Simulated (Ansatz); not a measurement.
Computed with Ansatz on PBE0-D4/def2-TZVP structures; ΔE is electronic, products minus reactants. CCSD(T)/CBS adds triple-zeta CCSD(T) − MP2 to the extrapolated MP2 energy (def2 sets, frozen cores). DFT in def2-TZVPP. B3LYP here is the variant with VWN-RPA as its local correlation; programs differ in this. Each species was taken in one conformer, which may not be the lowest.

Reaction (formal exchange of groups at a B–N bond): `BN[SiH2]CO` + `CCBO` → `BCCBO` + `N[SiH2]CO`

Problem. Is it downhill or uphill in electronic energy at CCSD(T)/CBS, and by how much? (Best estimate.)

Solution. Ansatz gave: Uphill: ΔE = +1.42 eV.

Problem. What do these levels give: PBE-D4, r2SCAN-D4, PBE0-D4, B3LYP-D4, ωB97X-V, PBE, MP2/def2-TZVPP, HF/def2-QZVPP, MP2/def2-QZVPP, HF/CBS(def2), MP2/CBS(def2), CCSD/CBS(def2)? (Best estimate.)

Solution. Computed: PBE-D4 1.40, r2SCAN-D4 1.42, PBE0-D4 1.40, B3LYP-D4 1.46, ωB97X-V 1.40, PBE 1.40, MP2/def2-TZVPP 1.45, HF/def2-QZVPP 1.47, MP2/def2-QZVPP 1.44, HF/CBS(def2) 1.47, MP2/CBS(def2) 1.42, CCSD/CBS(def2) 1.42 eV.

Largest T1 diagnostic among the species: 0.012.
